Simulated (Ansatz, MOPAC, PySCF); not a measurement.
Donor–acceptor adduct: AlH3 (SMILES [AlH3]) (first 4 atoms) with AsH3 (SMILES [AsH3]); geometry from B3LYP-D3(BJ)/def2-TZVP, rigid monomers moved along the line of their centres of mass till Al1···As5 is 3.74 Å.
(charge 0, multiplicity 1):
| atom | x (Å) | y (Å) | z (Å) |
|---|---|---|---|
| Al | 0.2822 | 0.6255 | 0.5610 |
| H | -0.5405 | -0.2926 | -0.4415 |
| H | -0.2475 | 2.0913 | 0.8698 |
| H | 1.8116 | 0.2894 | 0.8303 |
| As | -1.0254 | -0.9357 | 3.6938 |
| H | -0.5603 | -0.4357 | 5.0416 |
| H | -0.8063 | -2.4072 | 3.9578 |
| H | -2.5067 | -0.9141 | 3.9908 |

Counterpoise-corrected where a basis set is named; no monomer relaxation. Rows marked so take none.

Cores are frozen in the correlated methods. Filled d and f shells under p-block atoms count as core. CBS: X⁻³ extrapolation of the correlation energy, Hartree–Fock from the larger set. Rows in 6-31G*, STO-3G carry no dispersion term and start afresh at each structure (6-31G* with six Cartesian d functions); the Pople sets are all-electron and without relativity. The state that AM1 reach isn't checked.

Programs: Ansatz (a first-principles code); MOPAC for AM1 (differences of heats of formation); PySCF for 6-31G* rows, STO-3G rows, the dispersion terms. 

| level | interaction energy (meV) |
|---|---|
| AM1 | -92.4 |
| HF/STO-3G (no counterpoise) | -225.7 |
| PBE/def2-TZVPPD | -241.4 |
| r2SCAN-D4/def2-TZVPPD | -263.0 |
| B3LYP/6-31G* (no counterpoise) | -213.8 |
| B3LYP/def2-TZVPPD | … |
| B3LYP-D3(BJ)/def2-TZVPPD | -260.7 |
| CCSD/def2-TZVPPD | … |
| CCSD(T)/CBS(def2-SVPD, def2-TZVPPD) | -245.4 |

Problem. Fill in the missing entries.

Solution. 
- B3LYP/def2-TZVPPD, interaction energy (meV): -193.7
- CCSD/def2-TZVPPD, interaction energy (meV): -231.8
